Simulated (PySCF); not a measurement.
A GIAO shielding run with PySCF (density fitting, non-relativistic, gas phase) on 1-ethynylcyclohexene, C8H10:

```
$ OMP_NUM_THREADS=1 python probes_run.py task.json out

{"job": {"kind": "nmr", "xc": "PBE0", "basis": "pcSseg-1"}, "charge": 0, "multiplicity": 1}
C      3.549728     0.691380    -0.417443
C      2.361326     0.526471    -0.366686
C      0.966191     0.292597    -0.312818
C      0.106417     1.296906    -0.138831
C     -1.376732     1.118325    -0.084216
C     -1.798930    -0.251788    -0.608640
C     -0.908831    -1.330564    -0.000932
C      0.529281    -1.139818    -0.472962
H      4.585547     0.851589    -0.457724
H      0.477069     2.305413    -0.014236
H     -1.861294     1.912022    -0.659896
H     -1.705971     1.233715     0.955106
H     -1.697578    -0.273347    -1.696042
H     -2.846423    -0.439165    -0.364031
H     -0.948230    -1.256351     1.088381
H     -1.264193    -2.323217    -0.284863
H      0.617610    -1.418712    -1.528514
H      1.206255    -1.789139     0.087930
```

Hardware: 1 thread of an Arm Neoverse N1, shared host. The job also computes population analyses, field gradients, ring-centre shieldings.

Task: How large is the calculation?

Result: 58 electrons, 186 basis functions and 956 auxiliary functions.

Task: How long does it take, and how much memory does it need?

Result: 43 s of wall time, with 14 SCF cycles and 5 response iterations; peak memory 0.84 GiB. Times on a shared host scatter by some tens of per cent.
